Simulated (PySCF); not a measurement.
Al(Me)(SH)2 (CH5AlS2), SMILES [CH3][Al]([SH])[SH].

Geometry: B3LYP-D3(BJ)/def2-SVP. The structure was generated by enumeration; whether it is a known compound was not checked. One conformer was computed; it need not be the lowest.

Computed with TDDFT-CAM-B3LYP/def2-SVPD (PySCF).

Vertical excitations. 

Task: Give excitation energies, oscillator strengths and character. (Estimate from the structure and the level; the computed values follow.)

Result: 
| state | energy (eV) | λ (nm) | f | main pairs |
|---|---|---|---|---|
| S1 | 5.85 | 212 | 0.000 | HOMO→LUMO 88 % |
| S2 | 6.05 | 205 | 0.003 | HOMO→LUMO+2 80 % |
| S3 | 6.15 | 202 | 0.050 | HOMO→LUMO+1 81 % |
| S4 | 6.28 | 197 | 0.059 | HOMO−1→LUMO 42 %, HOMO→LUMO+4 24 %, HOMO−1→LUMO+2 22 % |
| S5 | 6.62 | 187 | 0.088 | HOMO−1→LUMO+2 45 %, HOMO−1→LUMO 36 % |
| S6 | 6.72 | 184 | 0.007 | HOMO−3→LUMO+1 44 %, HOMO−1→LUMO+1 42 % |
| S7 | 6.76 | 183 | 0.028 | HOMO−3→LUMO+1 51 %, HOMO−1→LUMO+1 39 % |
| S8 | 6.82 | 182 | 0.002 | HOMO−2→LUMO+1 95 % |
| S9 | 7.01 | 177 | 0.169 | HOMO−2→LUMO 78 % |
| S10 | 7.21 | 172 | 0.198 | HOMO−3→LUMO 83 % |
| T1 | 5.47 | 227 | 0 | HOMO→LUMO+1 92 % |
| T2 | 5.55 | 224 | 0 | HOMO→LUMO 62 %, HOMO→LUMO+2 13 %, HOMO−1→LUMO+4 12 % |
| T3 | 5.71 | 217 | 0 | HOMO→LUMO+2 68 %, HOMO→LUMO 16 % |
| T4 | 5.82 | 213 | 0 | HOMO−1→LUMO 32 %, HOMO→LUMO+4 29 %, HOMO−1→LUMO+2 23 % |
Triplets are in the Tamm–Dancoff approximation, which puts them higher than full response would, so one can lie above its singlet here.
